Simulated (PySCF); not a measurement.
**Electronic absorption of AlBrClH**

Species: AlBrClH.
SMILES: `[Cl][AlH][Br]`

Computed with PySCF 2.14.0, density-fitted response routines, TDDFT PBE0/def2-SVPD, vertical, gas phase, core orbitals frozen in the response. Isolated species at its PBE0-D3(BJ)/def2-SVP geometry, gas phase. The PBE0/def2-SVPD calculation is non-relativistic and has no spin–orbit coupling, an omission that weighs most on bromine.

**Question.** Predict the UV-vis stick spectrum at this level.

**Answer.** 

| state | E (eV) | E (hartree) | f | \|μ\| (D) | symmetry | main configurations (H = HOMO, L = LUMO) |
| --- | --- | --- | --- | --- | --- | --- |
| S1 | 5.82 | 0.2139 | 0.0011 | 0.22 | – | H→L (99%) |
| S2 | 6.24 | 0.2293 | 0.0036 | 0.39 | A″ | H-2→L (99%) |
| S3 | 6.39 | 0.2347 | 0.039 | 1.26 | A′ | H-1→L (90%) |
| S4 | 6.68 | 0.2456 | 0.047 | 1.36 | A′ | H→L+1 (91%) |
| S5 | 6.85 | 0.2518 | 0.023 | 0.93 | A″ | H-1→L+1 (98%) |
| S6 | 7.19 | 0.2644 | 0.035 | 1.13 | A′ | H-3→L (89%) |
| S7 | 7.32 | 0.2690 | 0.124 | 2.11 | A′ | H-2→L+1 (83%) |
| S8 | 7.32 | 0.2691 | 0.0067 | 0.49 | A″ | H-4→L (97%) |
| S9 | 7.69 | 0.2824 | 0.030 | 1.02 | A″ | H-3→L+1 (54%), H-5→L (42%) |
| S10 | 7.78 | 0.2860 | 0.058 | 1.41 | A″ | H-5→L (56%), H-3→L+1 (41%) |

Triplets (Tamm–Dancoff): T1 5.61 eV, H→L (81%), H-2→L (15%); T2 5.77 eV, H-1→L (97%); T3 5.92 eV, H-2→L (77%), H→L (17%); T4 6.26 eV, H→L+1 (87%).

The lowest singlet comes at 213 nm (561 kJ/mol) in the ultraviolet; it is very weak; its leading configuration is HOMO→LUMO (99%). The strongest level in the table is S7 at 7.32 eV (169 nm, f = 0.124). S7/S8 lie within about 0.01 eV of each other. Löwdin shares by element: HOMO bromine 82%, aluminium 8%, chlorine 6%; LUMO aluminium 55%, bromine 18%, chlorine 15%, hydrogen 11%. Of the 10 states listed, 7 reach f = 0.01 and none stays under 0.0005. The listed states span 1.96 eV, and the widest gap between neighbours is 0.42 eV (S1 to S2). Orbital energies (eV): HOMO-3 -9.95, HOMO-2 -9.31, HOMO-1 -9.11, HOMO -8.83, LUMO -1.64, LUMO+1 -0.89, LUMO+2 0.46. The vertical ionisation energy (ΔSCF) is 11.12 eV, 3.34 eV above S10. Symmetry labels in Cs follow from the direction of the transition dipole and are given only for states with f of 0.002 or more. Singlets were solved by full linear response, triplets in the Tamm–Dancoff approximation.
